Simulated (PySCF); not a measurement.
## Excitation energy of Ca by level of theory

Ca [Ar] 4s2 (1S) → Ca [Ar] 4p2 (3P), as a difference of total energies. All numbers are calculated (PySCF 2.14, scalar relativity by spin-free X2C-1e, in aug-cc-pVTZ-X2C (7s6p4d2f, 59 functions)). Correlated levels: valence: [Ar] frozen. The calculations carry no spin-orbit coupling.

```json
{"method": "UHF", "excitation energy (eV)": "4.178"}
{"method": "MP2 (valence)", "excitation energy (eV)": "4.599"}
{"method": "SCS-MP2 (valence)", "excitation energy (eV)": "4.794"}
{"method": "CCSD (valence)", "excitation energy (eV)": "4.589"}
```

Errors of the correlated levels include the incompleteness of this basis and the frozen core.

With two correlated electrons CCSD is exact in that space.

The coupled-cluster amplitudes are large for the upper state (T1 above 0.03 or a double amplitude above 0.15), so a single reference is strained.

Q: Which method comes closest to the reference value, and which is furthest?

A: The reference is 4.774 eV (measured; NIST levels, between the centres of gravity of the two terms). Closest: SCS-MP2 (valence) (error 0.020 eV); furthest: UHF (error -0.596 eV).
